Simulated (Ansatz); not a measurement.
Task: Name a neutral molecule of C, Ga, N and H with size of the dipole moment (B3LYP/def2-TZVPP) between 0.80 and 1.10 D and HOMO energy (ωB97M-V/def2-TZVPP) between -8.75 and -8.45 eV (Ansatz, PBE0-D4/def2-TZVP geometry).

Result: `C=[N][GaH][CH3]` (1.00 D, -8.68 eV); `[CH2]1N[CH2][GaH]1` (1.09 D, -8.51 eV). Other molecules can fit too; these were computed, each in one conformer that needn't be the lowest.

B3LYP here is the variant with VWN-RPA as its local correlation; programs differ in this.
